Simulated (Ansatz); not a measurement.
```yaml
crystal:
  periodic: [false, false, false]
  atoms:
    - {symbol: F, position_ang: [2.036141, -1.415504, 0.527350]}
    - {symbol: Al, position_ang: [1.268076, 0.031539, 0.559959]}
    - {symbol: F, position_ang: [0.451620, 0.305375, -1.037440]}
    - {symbol: Al, position_ang: [-1.274195, 0.035529, -0.545625]}
    - {symbol: F, position_ang: [-1.777852, -1.409585, -1.131190]}
    - {symbol: F, position_ang: [-0.458976, -0.225101, 1.054585]}
    - {symbol: H, position_ang: [1.875760, 1.335757, 1.155183]}
    - {symbol: H, position_ang: [-2.120584, 1.341980, -0.582813]}
basis:
  gaussian: {orbitals: def2-TZVPD}
hamiltonian: {xc: {name: PBE1PBE}, dispersion: d3bjatm}
scf: {lower_state_search: full}
output: {forces: true}
```

```sh
$ ansatz run in.yaml --threads 4 --pin off --events-out ev --progress --plain --max-ram 10444MiB
```

It prints (some lines left out):

```
Error: YAML parse error: error: line 14 column 19: hamiltonian.xc: no functional is named "PBE1PBE"; the names, which are not case-sensitive, are SVWN5, SPW92, PBE, PBE0, PBEsol, revPBE, revPBE0, RPBE, rPW86-PBE, HSE06, wPBEh, LC-wPBE, HISS, HF, BLYP, B3LYP, B3LYP5, BHLYP, CAM-B3LYP, r2SCAN, r2SCANh, r2SCAN0, r2SCAN50, m-r2SCAN, B97, wB97, wB97X, wB97X-V, B97M-V, wB97M-V, B2PLYP, B2GP-PLYP, PBE0-DH, PBE-QIDH
12 | basis:
13 |   gaussian: {orbitals: def2-TZVPD}
14 | hamiltonian: {xc: {name: PBE1PBE}, dispersion: d3bjatm}
15 | scf: {lower_state_search: full}
16 | output: {forces: true}
```

In this input the method's name isn't one that the program takes here. The input was rejected before any iteration.
